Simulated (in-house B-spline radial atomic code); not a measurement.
# Binding energies in W6+

NIST's tabulated ground configuration is [Xe] 4f14; each binding energy is the energy of the ion with one electron taken from that subshell, relaxed, less that of the parent. Method: Dirac-Hartree-Fock, average of configuration, Fermi nucleus of rms radius 5.3658 fm. Calculated with a radial B-spline atomic code at the basis-set limit. Energies include first-order Breit, QED and recoil terms.

| subshell | X-ray name | binding energy (eV) | -ε (eV) | relaxation (eV) |
| --- | --- | --- | --- | --- |
| 1s | K | 69610.2 | 70044.9 | 85.3 |
| 2s | L1 | 12196.6 | 12289.6 | 49.9 |
| 2p3/2 | L3 | 10295.6 | 10374.3 | 51.3 |
| 3s | M1 | 2915 | 2950.9 | 27.2 |
| 3p1/2 | M2 | 2666.5 | 2702.6 | 28.2 |
| 3p3/2 | M3 | 2373.6 | 2404.9 | 26.5 |
| 3d3/2 | M4 | 1960.4 | 1992.7 | 29.2 |
| 3d5/2 | M5 | 1898 | 1928.6 | 28.6 |
| 4s | N1 | 690.2 | 701.8 | 9.7 |
| 4p1/2 | N2 | 586.6 | 597.7 | 9.5 |
| 4p3/2 | N3 | 518.8 | 528.1 | 8.4 |
| 4d3/2 | N4 | 348.4 | 356.8 | 8.1 |
| 4d5/2 | N5 | 335.9 | 343.8 | 7.7 |
| 5s | O1 | 166.6 | 168.0 | 1.0 |
| 5p1/2 | O2 | 131.5 | 132.6 | 0.9 |
| 4f5/2 | N6 | 121.1 | 127.6 | 6.6 |
| 5p3/2 | O3 | 120.5 | 121.4 | 0.7 |
| 4f7/2 | N7 | 119 | 125.2 | 6.4 |

Relaxation = -ε minus the binding energy without Breit, QED and recoil terms.

Emission lines follow as differences of binding energies, with λ = 12398.42 eV·Å / E:

```
 line          holes  energy (eV)  wavelength (Å)
 K-L3     1s → 2p3/2      59314.6         0.20903
 K-M3     1s → 3p3/2      67236.6          0.1844
L3-M5  2p3/2 → 3d5/2       8397.6          1.4764
L1-M3     2s → 3p3/2       9823.0          1.2622
L3-M1     2p3/2 → 3s       7380.6          1.6799
M5-N7  3d5/2 → 4f7/2       1779.0          6.9693
M4-N6  3d3/2 → 4f5/2       1839.3          6.7408
```

**Question.** What screening constant σ does Moseley's law, E = (3/4)·13.6057 eV·(Z - σ)², need for K-L3?

**Answer.** σ = -2.24.

Moseley's non-relativistic formula needs a falling, then negative, screening constant for heavy elements, because relativity binds the 1s electron more strongly than the formula allows.

**Question.** What does it cost to remove both a 3d3/2 and a 4s electron?

**Answer.** 2689.2 eV, which is 38.68 eV more than the two single binding energies together.

**Question.** What does it cost to remove both a 3p3/2 and a 3d3/2 electron?

**Answer.** 4402 eV, which is 68.08 eV more than the two single binding energies together.
